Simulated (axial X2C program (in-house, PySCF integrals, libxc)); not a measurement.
## WCl: nuclear properties from DFT to coupled cluster

Computed with an axial X2C code built on PySCF integrals: two-component X2C with atomic mean-field Coulomb and Gaunt terms, Gaussian nuclei, basis W dyall-acv3z, Cl dyall-av3z with contracted cores.

R = 2.271 Å (near the PBE0 minimum at charge 0 of the determinant lowest at the starting distance; the state shown can have its own minimum elsewhere); state Ω = 5/2 (⟨Sz⟩ = 2.47, ⟨Lz⟩ = 0.03 at PBE0).

```tsv
level	Eeff magnitude (GV/cm)	Ws magnitude W (kHz)	A∥/gI W (MHz)	A∥/gI Cl (MHz)	μ (D)
PBE0	21.1	8.86	2030	-2.74	-3.14
HF	28.3	11.9	1690	-6.31	-3.67
B3LYP	24.2	10.1	2100	0.214	-2.98
```

Eeff is the effective electric field on the electron electric dipole moment in this Ω state and Ws the scalar–pseudoscalar constant of the nucleus named (defined with the proton number Z and per Ω); A∥ (defined per Ω) follows by multiplying with gI = μI/(I μN); μ is positive if the Cl end (last atom) is positive. The operators were transformed with the bare-nucleus X2C matrices; with these basis sets, hyperfine constants and field gradients can be off by tens of per cent, and where levels differ in sign neither size nor sign is settled.

Finite-field MP2, CCSD and CCSD(T), with 21 electrons correlated in 130 natural virtual spinors (MP2 remainder added):

| level | Eeff magnitude (GV/cm) | Ws magnitude W (kHz) | A∥/gI W (MHz) | A∥/gI Cl (MHz) | μ (D) |
| --- | --- | --- | --- | --- | --- |
| MP2 | 20.9 | 8.84 | 1810 | -2.54 | -3.39 |
| CCSD | 24.5 | 10.3 | 1820 | -2.52 | -3.36 |
| CCSD(T) | 24.1 | 10.1 | 1810 | -1.75 | -3.22 |

T1 = 0.015 (Lee–Taylor). One unrestricted determinant, the lowest of a limited PBE0 search, is the reference; the functionals treat spin collinearly. With several open shells it need not be a pure state. Correlation of the inner shells is missing, which matters for properties at the nucleus. Number of frozen shells: W 4 s, 3 p, 2 d, 1 f; Cl 2 s, 1 p.

(1) By how much does correlation change each value, CCSD(T) against HF?

Answers

(1) Eeff magnitude -15 %; Ws magnitude W -15 %; A∥/gI W 7 %; A∥/gI Cl -72 %; μ -12 %.
